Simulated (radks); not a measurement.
All-electron atom: the arsenic ion As2+ in [Ar] 3d10 4s2 4p1 (the NIST ground configuration).

Method: scalar-relativistic Kohn-Sham, BLYP, spin-polarised, spherical densities, finite nucleus; open shells are filled with parallel spins first; Fermi nuclear charge, rms radius 4.0968 fm; computed with a radial shooting solver on a logarithmic mesh with Libxc functionals.

Energy parts (eV):
total: -61503.913
kinetic: 62691.654
electron-nucleus: -147585.622
Hartree: 25661.583
exchange-correlation: -2271.527

Orbitals (lengths in bohr, moments of r in powers of bohr):
1s up: occ. 1; eigenvalue (eV) -11743.96; <r> 0.04550
1s down: occ. 1; eigenvalue (eV) -11743.90; <r> 0.04550
2s up: occ. 1; eigenvalue (eV) -1508.388; <r> 0.2028
2s down: occ. 1; eigenvalue (eV) -1508.363; <r> 0.2028
2p up: occ. 3; eigenvalue (eV) -1325.600; <r> 0.1772
2p down: occ. 3; eigenvalue (eV) -1325.551; <r> 0.1772
3s up: occ. 1; eigenvalue (eV) -211.3000; <r> 0.5984
3s down: occ. 1; eigenvalue (eV) -211.2277; <r> 0.5983
3p up: occ. 3; eigenvalue (eV) -154.7829; <r> 0.6172
3p down: occ. 3; eigenvalue (eV) -154.6997; <r> 0.6170
3d up: occ. 5; eigenvalue (eV) -61.8256; <r> 0.6766
3d down: occ. 5; eigenvalue (eV) -61.6969; <r> 0.6747
4s up: occ. 1; eigenvalue (eV) -33.8716; <r> 1.807
4s down: occ. 1; eigenvalue (eV) -32.8967; <r> 1.806
4p up: occ. 1; eigenvalue (eV) -23.0829; <r> 2.140
4p down: occ. 0; eigenvalue (eV) -22.1077; <r> 2.159

The highest occupied level is 4p up at -23.083 eV. The spin density at the nucleus is -0.4091 e/bohr^3 (1s -0.0960, 2s 0.0381, 3s 0.0154, 4s -0.3667). Spin moment in Bohr magnetons: 1. For comparison, the ionisation energy in NIST's Atomic Spectra Database is 28.35 eV (measured). In exact Kohn-Sham theory the highest level is minus the ionisation energy, but local and semilocal functionals leave it too shallow, through self-interaction and a potential that decays too fast; potentials with the right tail come closer.
